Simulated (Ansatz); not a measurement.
Input file for Ansatz (a quantum-chemistry and plane-wave program): U-PBE/def2-TZVPP on CH5MgN (SMILES [CH3][Mg][NH2]), a point of a bond scan (R = 0.910 Å).

Ansatz 0.2 input:
```yaml
crystal:
  periodic: [false, false, false]
  atoms:
    - {symbol: Mg, position_ang: [0.00826456, -0.04712997, 0.03044101]}
    - {symbol: C, position_ang: [-0.28026958, 1.67368275, -1.11114769]}
    - {symbol: H, position_ang: [-1.04623442, 2.32029198, -0.67380073]}
    - {symbol: H, position_ang: [-0.60167589, 1.43347148, -2.12823459]}
    - {symbol: H, position_ang: [0.63653762, 2.26428122, -1.18905058]}
    - {symbol: N, position_ang: [0.26979219, -1.61137839, 1.07033147]}
    - {symbol: H, position_ang: [0.82188132, -2.30671235, 0.87297565]}
    - {symbol: H, position_ang: [-0.17795435, -1.83096121, 1.94931248]}
basis:
  gaussian:
    orbitals: def2-TZVPP
hamiltonian:
  xc: {name: PBE}
magnetization: {spin_polarized: true, initial_magnetization: 0}
```

It printed:

```
WARN ansatz: RAYON_NUM_THREADS=1 ignored (pool sized by the plan → 1); use --threads N
Functional definition: PBE
integrals: 0.06 GiB planned
918 factors; their error is unknown
mean field: 0.59 GiB planned
mean field evaluation 1: about -8023.9704 eV, gradient 7.4e1 eV
mean field evaluation 2: about -7949.8882 eV, gradient 1.2e2 eV
mean field evaluation 4: about -8044.9009 eV, gradient 2.3e1 eV
mean field evaluation 8: about -8047.2444 eV, gradient 2.3e-1 eV
mean field evaluation 16: about -8047.2445 eV, gradient 1.5e-5 eV
mean field -8047.24454942 eV, -295.7307825728 hartree, gradient 1.5e-5 eV, S^2 0.000000; 0 other end points of the search recorded, 0 dependent functions left out
reference -8047.24459846 eV, -295.7307843752 hartree; 15, 15 occupied and 149, 149 virtual orbitals, 918 factors
Total energy: -8047.24459846 eV, -295.7307843752 hartree
```

The run converged.

Cost: around 4 core-seconds (rough).
